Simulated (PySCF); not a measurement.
## Cobalt: a sound run and one with changed settings

Sound run: Co⁺ [Ar] 3d8, Co²⁺ [Ar] 3d7. All numbers are calculated (PySCF 2.14, scalar relativity by spin-free X2C-1e, in jorge-DZP-DKH). The sound run starts from symmetry-adapted Hartree-Fock orbitals and uses a fine grid where one is needed.

Changed run: 26 angular points. This setting is unsound on purpose.

```
species  method  sound run (hartree)  changed run (hartree)  converged
    Co⁺     UHF          -1391.37073            -1391.37073        yes
    Co⁺  M06-2X          -1392.75218            -1392.74420        yes
    Co⁺     LDA          -1390.09236            -1390.13484        yes
   Co²⁺     UHF          -1390.85400            -1390.85400        yes
   Co²⁺  M06-2X          -1392.14338            -1392.13417        yes
   Co²⁺     LDA          -1389.43975            -1389.47017        yes
```

Ionisation energy of Co⁺:

```csv
method,sound run (eV),changed run (eV)
UHF,14.061,14.061
M06-2X,16.566,16.600
LDA,17.758,18.087
```

A coarse angular grid integrates products of high-l functions wrongly, so density functionals can shift, and the SCF can exploit the error; Hartree-Fock and MP2 need no grid.

For comparison, NIST gives 17.084 eV between the lowest levels.
